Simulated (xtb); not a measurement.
FOS (SMILES O=[S]F), doublet, from a rough starting geometry; GFN2-xTB run with xtb.

Here is a job for xtb.
```
$ xtb mol.xyz --gfn 2 --uhf 1 --opt vtight --json

# file mol.xyz
3

O     -1.10541090    -0.33510506     0.02022979
S     -0.13157549     0.57568822    -0.00570382
F      1.30979413    -0.22227008    -0.03322524
```

What the program printed (banner, timings and long lists left out):

```
   ID    Z sym.   atoms
    1    8 O      1
    2   16 S      2
    3    9 F      3

           -------------------------------------------------
          |                Calculation Setup                |
           -------------------------------------------------

           -------------------------------------------------
          |                 G F N 2 - x T B                 |
           -------------------------------------------------

          ...................................................
          :                      SETUP                      :
          :.................................................:
          :  # basis functions                  18          :
          :  # atomic orbitals                  17          :
          :  # shells                            7          :
          :  # electrons                        19          :
          :  max. iterations                   250          :
          :  Hamiltonian                  GFN2-xTB          :
          :  restarted?                      false          :
          :  GBSA solvation                  false          :
          :  PC potential                    false          :
          :  electronic temp.          300.0000000     K    :
          :  accuracy                    1.0000000          :
          :  -> integral cutoff          0.2500000E+02      :
          :  -> integral neglect         0.1000000E-07      :
          :  -> SCF convergence          0.1000000E-05 Eh   :
          :  -> wf. convergence          0.1000000E-03 e    :
          :  Broyden damping             0.4000000          :
          :  net charge                          0          :
          :  unpaired electrons                  1          :
          ...................................................

 iter      E             dE          RMSdq      gap      omega  full diag
   1    -12.0448506 -0.120449E+02  0.984E+00    3.34       0.0  T
   2    -12.0553823 -0.105317E-01  0.446E+00    3.22       1.0  T
   3    -12.0561436 -0.761323E-03  0.133E+00    3.14       1.0  T
   4    -12.0562380 -0.943630E-04  0.283E-01    3.13       1.0  T
   5    -12.0562433 -0.536443E-05  0.123E-01    3.13       1.0  T
   6    -12.0562439 -0.626364E-06  0.349E-02    3.13       1.7  T
   7    -12.0562440 -0.569792E-07  0.416E-03    3.13      13.9  T
   8    -12.0562440 -0.204246E-08  0.165E-03    3.13      35.0  T
   9    -12.0562440 -0.493742E-09  0.338E-04    3.13     170.8  T
[...]
         :: total energy             -12.001179596140 Eh    ::
 * total energy  :   -12.0011796 Eh     change       -0.1357670E-10 Eh
 * total energy  :   -12.0128442 Eh     change       -0.1166457E-01 Eh
 * total energy  :   -12.0161083 Eh     change       -0.3264153E-02 Eh
 * total energy  :   -12.0163494 Eh     change       -0.2411139E-03 Eh
 * total energy  :   -12.0163553 Eh     change       -0.5831210E-05 Eh
 * total energy  :   -12.0163556 Eh     change       -0.2969349E-06 Eh
 * total energy  :   -12.0163558 Eh     change       -0.2115983E-06 Eh
 * total energy  :   -12.0163558 Eh     change       -0.2168269E-08 Eh
   *** GEOMETRY OPTIMIZATION CONVERGED AFTER 8 ITERATIONS ***
         :: total energy             -12.016355777669 Eh    ::
[...]
        13                         -0.0333366              -0.9071
        14                          0.0658081               1.7907
        15                          0.0691827               1.8826
        16                          0.2603092               7.0834
        17                          0.9625833              26.1932
      -------------------------------------------------------------
                  HL-Gap            0.1094978 Eh            2.9796 eV
             Fermi-level           -0.3623758 Eh           -9.8607 eV

     #   Z          covCN         q      C6AA      α(0)
     1   8 O        0.860    -0.402    21.724     6.249
     2  16 S        1.645     0.694   115.846    18.120
     3   9 F        0.785    -0.291    12.222     4.130

 Mol. C6AA /au·bohr⁶  :        350.680546
 Mol. C8AA /au·bohr⁸  :      12045.926770
 Mol. α(0) /au        :         28.498596

Wiberg/Mayer (AO) data.
largest (>0.10) Wiberg bond orders for each atom

 ---------------------------------------------------------------------------
     #   Z sym  total        # sym  WBO       # sym  WBO       # sym  WBO
 ---------------------------------------------------------------------------
     1   8 O    2.157 --     2 S    2.053     3 F    0.104
     2  16 S    3.059 --     1 O    2.053     3 F    1.006
     3   9 F    1.110 --     2 S    1.006     1 O    0.104
 ---------------------------------------------------------------------------

Topologies differ in total number of bonds
Writing topology from bond orders to xtbtopo.mol

molecular dipole:
                 x           y           z       tot (Debye)
 q only:        0.002       1.203      -0.006
   full:       -0.002       1.048      -0.005       2.664
molecular quadrupole (traceless):
                xx          xy          yy          xz          yz          zz
 q only:       -4.129      -0.689       2.574       0.128      -0.009       1.556
  q+dip:       -4.929      -0.587       2.348       0.168      -0.003       2.581
   full:       -4.704      -0.943       2.229       0.162       0.005       2.476

optimized geometry written to: xtbopt.xyz

           -------------------------------------------------
          | TOTAL ENERGY              -12.016355777669 Eh   |
          | GRADIENT NORM               0.000019042923 Eh/α |
          | HOMO-LUMO GAP               2.979586943979 eV   |
           -------------------------------------------------

normal termination of xtb
```
